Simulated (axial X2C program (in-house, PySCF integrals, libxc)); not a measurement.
# Nuclear properties of CsO

Calculated with an axial X2C code built on PySCF integrals: two-component X2C with atomic mean-field Coulomb and Gaunt terms, Gaussian nuclei, basis Cs dyall-cv3z, O dyall-av3z with contracted cores.

R = 2.282 Å (near the PBE0 minimum at charge 0 of the determinant lowest at the starting distance; the state shown can have its own minimum elsewhere).

Determinant lowest in the PBE0 search, Ω = 1/2 (⟨Sz⟩ = 0.50, ⟨Lz⟩ = 0.00 at PBE0), spin on the atoms Cs 0.03, O 0.47:

```tsv
level	Eeff magnitude (GV/cm)	Ws magnitude Cs (kHz)	A∥/gI Cs (MHz)	qzz Cs (a.u.)	A∥/gI O (MHz)	qzz O (a.u.)	μ (D)
PBE0	4.44	6	772	-0.41	366	2.72	-7.32
HF	3.93	5.37	653	-1.00	439	2.63	-7.72
LDA	4.86	6.55	872	0.04	322	2.71	-7.13
B3LYP	4.45	6.01	789	-0.46	377	2.76	-7.33
BP86	4.65	6.27	822	-0.12	342	2.72	-7.12
```

Eeff is the effective electric field on the electron electric dipole moment in this Ω state and Ws the scalar–pseudoscalar constant of the nucleus named (defined with the proton number Z and per Ω); A∥ (defined per Ω) follows by multiplying with gI = μI/(I μN); qzz is the electric field gradient, eQq0 = 234.96 MHz × Q/barn × qzz; μ is positive if the O end (last atom) is positive. The operators were transformed with the bare-nucleus X2C matrices; with these basis sets, hyperfine constants and field gradients can be off by tens of per cent, and where levels differ in sign neither size nor sign is settled.

(1) With gI(133Cs) = 0.7377, gI(17O) = -0.7575, Q(17O) = -0.02558 barn (g factors from the IAEA table of nuclear moments by Stone; Q from Pyykkö, Mol. Phys. 2018), turn the PBE0 values of the first state into constants in MHz.

Each state is one determinant with collinear spin. Unrestricted Hartree–Fock can overshoot spin polarisation at the nuclei. States lie within half an eV, so the first need not be the ground state. Further determinants of the search, some of them spin-mixed, are not shown. Where a field gradient or hyperfine factor spreads by more than a factor of two over the levels, a constant derived from it is not to be relied on.

Answers

(1) A∥(133Cs) = 772 × 0.7377 = 570 MHz; A∥(17O) = 366 × -0.7575 = -277 MHz; eQq0(17O) = 234.96 × (-0.02558) × (2.72) = -16.3 MHz.
